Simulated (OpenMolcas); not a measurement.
Computed levels of 5s² 5p³ in ions with 51 electrons, in cm-1 above ⁴S°_3/2.

| Quantity | Value |
| --- | --- |
| Program | OpenMolcas |
| Method | CASSCF |
| Basis | ANO-RCC-VTZP |
| Scalar Hamiltonian | DKH2, point nucleus |
| Spin-orbit coupling | state interaction with AMFI integrals over the reference wave functions, term energies averaged over their components |

Active space for each ion: 5 electrons in 4 orbitals (5s 5p).

| Level | Te+ | Xe3+ |
| --- | --- | --- |
| ²D°_3/2 | 14158 | 17128 |
| ²D°_5/2 | 16376 | 21560 |
| ²P°_1/2 | 22864 | 30083 |
| ²P°_3/2 | 25767 | 36546 |

Estimate ²D°_3/2, ²D°_5/2 for I2+ from its neighbours Te+ and Xe3+.

²D°_3/2 is another term, which grows about linearly with the charge: (14158 + 17128) / 2 = 15643. The calculation gives 15584, so the estimate is off by +0.4 %.
²D°_5/2 is another term, which grows about linearly with the charge: (16376 + 21560) / 2 = 18968. The calculation gives 18896, so the estimate is off by +0.4 %.

Mixed levels, with the weight of the term that names them: I2+ ²P°_3/2 (75 %), Xe3+ ²D°_3/2 (75 %), Xe3+ ²P°_3/2 (72 %).

Terms from blocks run as CI alone lack orbitals of their own. Levels of configurations outside the active space are missing.

° marks odd parity.
